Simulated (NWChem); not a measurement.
System: SiH$_{2}$S$_{2}$, singlet; SMILES S[Si]S

```xyz
5

Si    -1.0092     0.0125     0.0000
S      0.3724     1.6678     0.0000
H      1.5637     1.0219     0.0000
S      0.4421    -1.5812     0.0000
H     -0.4667    -2.5831     0.0000
```
Atoms are numbered in this order, from 1.

All runs: NWChem. Low-valent species are run as closed-shell singlets; no triplet was tried in these runs. Coordinates come from a PBE0/def2-SVP optimisation. Ions are spin-unrestricted doublets at the neutral geometry; other ion states weren't tried.

For level PBE/def2-SVP:

```
Item                                   Value
-------------------------------------  -----
vertical ionisation energy, ΔSCF (eV)   9.03
−ε(HOMO) (eV)                           6.01
```

Q: How do the values read with level CAM-B3LYP/def2-SVP instead?

A: vertical ionisation energy, ΔSCF (eV): 9.26
−ε(HOMO) (eV): 8.27
